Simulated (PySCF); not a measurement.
## Ionisation energy of Cr²⁺ by level of theory

Cr²⁺ [Ar] 3d4 [3d3/2^4, M_J = 0] → Cr³⁺ [Ar] 3d3 [3d3/2^3, M_J = 3/2], as a difference of total energies. Calculation: PySCF 2.14, in x2c-SVPall-2c; the two-component X2C-1e Hamiltonian. Correlated levels: [Ne] frozen; the 6 highest virtual spinors dropped. "Screened" scales the spin-orbit matrix elements by Boettger's factors to mimic the two-electron term; Breit and QED terms are absent.

```json
{"method": "GHF (spin-free)", "ionisation energy (eV)": "30.187"}
{"method": "GMP2 (spin-free)", "ionisation energy (eV)": "30.626"}
{"method": "GHF (screened spin-orbit)", "ionisation energy (eV)": "30.166"}
{"method": "GMP2 (screened spin-orbit)", "ionisation energy (eV)": "30.604"}
```

**Question.** How much does correlation contribute at GMP2 (screened spin-orbit)?

**Answer.** 30.604 − (30.166) = 0.438 eV, measured against GHF (screened spin-orbit).

Errors of the correlated levels include the incompleteness of this basis and the frozen core.

The labels give the starting determinants; with spin-orbit coupling the two ends relaxed to ⟨J²⟩ = 3.94, ⟨L²⟩ = 6.00, ⟨S²⟩ = 6.00 and ⟨J²⟩ = 6.67, ⟨L²⟩ = 12.00, ⟨S²⟩ = 3.75.

The determinant of Cr²⁺ and of Cr³⁺ mixes levels of different J (the jj label is only the starting occupation), so the difference between spin-free and spin-orbit rows is not the physical spin-orbit shift.

For comparison: 30.959 ± 0.025 eV (measured; NIST Atomic Spectra Database, ionization energies).
